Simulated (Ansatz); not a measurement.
FH₃SeSi (`F[SiH2][SeH]`), relaxed with RKS PBE0-D4/def2-TZVP in Ansatz from a PBE-D4/def2-SVP geometry. The force threshold is 0.005 eV/Å; the program also tests the step.

Charge 0, multiplicity 1.

Start:

```xyz
6

F    -1.725    0.520    0.413
Si   -0.228   -0.144    0.499
Se    0.667   -0.573   -1.553
H     0.631    0.818    1.262
H    -0.342   -1.480    1.166
H     0.996    0.858   -1.786
```

Q: By how much does the energy fall, and how many steps does the optimiser take? (An estimate is asked.)

A: Ansatz gave: 4.17 kJ/mol, in 5 steps.

Q: Which bonds change most? (Best estimate.)

A: Computed: F1–Si2 from 1.640 to 1.598 Å; Si2–Se3 from 2.280 to 2.258 Å; Si2–H4 from 1.498 to 1.479 Å; Si2–H5 from 1.498 to 1.479 Å.

Q: Give the relaxed structure. (Best estimate.)

A: Computed: 
```xyz
6

F    -1.686    0.501    0.407
Si   -0.227   -0.145    0.495
Se    0.648   -0.560   -1.545
H     0.618    0.811    1.242
H    -0.346   -1.458    1.163
H     0.993    0.851   -1.762
```
